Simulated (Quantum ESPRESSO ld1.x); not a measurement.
Problem. Species: Ho3+. Configuration: [Xe] 4f10. Method: Dirac Kohn-Sham, LDA (Slater exchange, Perdew-Zunger correlation), spin-unpolarised, spherical densities, point nucleus; open shells are shared between the two j in proportion to 2j + 1; speed of light set to 274.072 atomic units (2 times the physical value, a model run); computed with ld1.x of Quantum ESPRESSO 7.5. Some entries of the table are withheld. Estimate them.

orbital     occ.  eigenvalue (eV)  <1/r> (bohr^-1)  <r> (bohr)
1s1/2          2         -52611.1            68.47     0.02219
2s1/2          2         -8563.59            16.07     0.09409
2p1/2          2         -8168.10              (1)     0.07940
2p3/2          4         -7978.27              (2)     0.08111
3s1/2          2         -1928.93            6.046      0.2428
3p1/2          2              (3)            5.987      0.2325
3p3/2          4              (4)            5.862      0.2357
3d3/2          4         -1386.10            5.766      0.2082
3d5/2          6         -1376.39            5.730      0.2092
4s1/2          2         -399.204            2.576      0.5466
4p1/2          2         -328.418            2.480      0.5576
4p3/2          4         -319.643            2.436      0.5650
4d3/2          4         -194.809            2.228      0.5941
4d5/2          6         -192.992            2.216      0.5968
5s1/2          2         -73.9034           0.9963       1.322
5p1/2          2         -54.3620           0.8863       1.471
5p3/2          4         -53.1569           0.8712       1.492
4f5/2    4.28571         -39.0074            1.707      0.7593
4f7/2    5.71429         -38.7267            1.701      0.7621
5d3/2          0         -25.7239           0.6193       2.055
5d5/2          0         -25.5922           0.6161       2.064
6s1/2          0         -22.2219           0.4154       3.085

Solution. 
(1) 2p1/2 <1/r> (bohr^-1): 16.09
(2) 2p3/2 <1/r> (bohr^-1): 15.61
(3) 3p1/2 eigenvalue (eV): -1751.31
(4) 3p3/2 eigenvalue (eV): -1712.03
